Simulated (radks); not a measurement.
Charge is removed step by step from the 4p level of Ag3+, starting from [Kr] 4d8. Method: scalar-relativistic Kohn-Sham, SCAN, spin-unpolarised, spherical densities, finite nucleus; meta-GGA in the generalised Kohn-Sham scheme; Fermi nuclear charge, rms radius 4.5454 fm; computed with a radial shooting solver on a logarithmic mesh with Libxc functionals.

removed (e)  E - E(0) (eV)  eigenvalue (eV)  E minus straight line (eV)
0                    0.000          -98.798                       0.000
0.1                  9.964          -100.61                      -0.830
0.2                 20.109          -102.43                      -1.479
0.3                 30.437          -104.26                      -1.945
0.4                 40.949          -106.10                      -2.227
0.5                 51.645          -107.96                      -2.325
0.6                 62.528          -109.82                      -2.236
0.7                 73.597          -111.70                      -1.960
0.8                 84.855          -113.59                      -1.497
0.9                 96.302          -115.48                      -0.843
1                   107.94          -117.39                       0.000

Removing the whole electron costs 107.94 eV by Delta-SCF, against 98.798 eV from minus the eigenvalue at the starting occupation. Slater's transition state (half an electron removed) gives 107.96 eV. Integrating minus the eigenvalue over the occupation (Janak's theorem) gives 108.00 eV. In this scalar-relativistic scheme the density is built from large components alone, so the theorem holds only approximately. The mean slope of the eigenvalue, de/dn, is 18.6 eV per electron.
